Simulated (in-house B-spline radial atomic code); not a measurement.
Configurations of N III (N2+), with energies counted from [He] 2s2 2p1. All numbers are computed (scalar-relativistic (X2C) BHandHLYP, spin-polarised, spherical fractional occupations; Fermi nucleus of rms radius 2.5582 fm) with a B-spline radial code for spherical atoms, not measured. Shells without spins written out take the highest spin.

Caution: exact exchange at fractional occupations of open shells leaves self-interaction of up to several eV.

Occupations are held fixed; configurations that lie above the ionisation limit could autoionise.

| configuration | E - E(ref) (eV) | highest orbital | its <r> (bohr) |
| --- | --- | --- | --- |
| [He] 2s(1 up, 0 down) 2p(1 up, 1 down) | 14.644 | 2p down | 1.2 |
| [He] 2s2 3p1 | 28.479 | 3p up | 3.401 |
| [He] 2s2 3d(0 up, 1 down) | 31.431 | 3d down | 3.386 |
| [He] 2s(0 up, 1 down) 2p(0 up, 1 down) 3p(0 up, 1 down) | 39.559 | 3p down | 3.396 |

(1) Order these further configurations by energy, lowest first.
A. [He] 2s1 2p1 3s1
B. [He] 2s1 2p2
C. [He] 2s2 3s1
D. [He] 2s(1 up, 0 down) 2p(0 up, 1 down) 3d(0 up, 1 down)
E. [He] 2s1 2p1 3d1

Results:

(1) B (6.9152 eV), C (24.455 eV), A (35.567 eV), E (42.505 eV), D (45.774 eV).
